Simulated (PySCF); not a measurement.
PySCF 2.14 output of an unrestricted BHandHLYP calculation on a single atom or ion in aug-cc-pVTZ-PP with one added diffuse shell each of s, d, f type with ECP10MDF (7s5p5d3f, 68 functions), with a scalar-relativistic core potential:

```
SCF conv_tol = 1e-09
number electrons alpha = 12  beta = 10
    A. D. Becke.,  J. Chem. Phys. 98, 1372 (1993)
    Defined through Gaussian implementation.
cycle= 1 E= -294.214822641456  delta_E= -0.00435  |g|= 0.0373  |ddm|= 0.338
cycle= 2 E= -294.215141359875  delta_E= -0.000319  |g|= 0.0222  |ddm|= 0.11
cycle= 3 E= -294.215265793575  delta_E= -0.000124  |g|= 0.00156  |ddm|= 0.0311
cycle= 4 E= -294.215279842075  delta_E= -1.4e-05  |g|= 0.000434  |ddm|= 0.0243
cycle= 5 E= -294.215282872627  delta_E= -3.03e-06  |g|= 0.000139  |ddm|= 0.00982
cycle= 6 E= -294.215283211757  delta_E= -3.39e-07  |g|= 2.39e-05  |ddm|= 0.00295
cycle= 7 E= -294.21528321784  delta_E= -6.08e-09  |g|= 3.54e-06  |ddm|= 0.00108
cycle= 8 E= -294.215283217922  delta_E= -8.15e-11  |g|= 2.2e-07  |ddm|= 0.000165
converged SCF energy = -294.215283217922  <S^2> = 2.0035827  2S+1 = 3.0023875
```

The run itself started from symmetry-adapted Hartree-Fock orbitals and held the occupation by maximum overlap, on a logarithmic radial grid, so the iterations belong to that start.

Problem. Which element, charge and spin multiplicity is this?

Solution. Ge (germanium, neutral), multiplicity 3; the state was [Ar] 3d10 4s2 4p1 5s1, high-spin 3P determinant (an excited configuration).

Energies and moments cover only the electrons outside the core potential. The outer electron is Rydberg-like, and this basis confines it to a smaller radius and binds it less than a complete one would.
